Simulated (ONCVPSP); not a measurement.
# Cutoff test, C (Z = 6), ONCV

C (Z = 6), optimised norm-conserving Vanderbilt (ONCV), made with ONCVPSP 4.0.1 (PBE, scalar-relativistic). Core [He], reference 2s2 2p1 (charge +1). Waves: 2s: rc 1.35 bohr, ncon 4, nbas 7, qcut 4.6 1/bohr, 3 projectors, debl 2.5 Ha; 2p: rc 2.70 bohr, ncon 3, nbas 7, qcut 5.6 1/bohr, 2 projectors, debl 2.4 Ha. Local part: polynomial inside 0.85 bohr (lpopt 1, dvloc0 1 Ha). Core correction: Teter function, fcfact 4.75, rcfact 1.25.

**Question.** For each optimised wave give the share of its norm inside rc, the residual kinetic energy above qcut (Ha) and the cutoffs (Ha) for errors of 10, 1, 0.1 and 0.01 mHa per electron.

**Answer.**

```json
{"wave": "2s", "norm inside rc": "0.488", "residual KE": "5.0e-03", "10 mHa": "8.5", "1 mHa": "33.6", "0.1 mHa": "63.4", "0.01 mHa": "75.9"}
{"wave": "s projector 2", "norm inside rc": "0.077", "residual KE": "5.9e-03", "10 mHa": "9.1", "1 mHa": "16.1", "0.1 mHa": "50.7", "0.01 mHa": "69.9"}
{"wave": "s projector 3", "norm inside rc": "0.057", "residual KE": "2.8e-02", "10 mHa": "13.1", "1 mHa": "22.1", "0.1 mHa": "45.7", "0.01 mHa": "102.6"}
{"wave": "2p", "norm inside rc": "0.926", "residual KE": "7.9e-08", "10 mHa": "7.4", "1 mHa": "9.7", "0.1 mHa": "11.5", "0.01 mHa": "13.0"}
{"wave": "p projector 2", "norm inside rc": "0.196", "residual KE": "4.2e-06", "10 mHa": "9.7", "1 mHa": "11.9", "0.1 mHa": "13.5", "0.01 mHa": "15.0"}
```

The occupied waves need 34 Ha and 63 Ha for 1 and 0.1 mHa. Its largest configuration-test error is +906 meV.
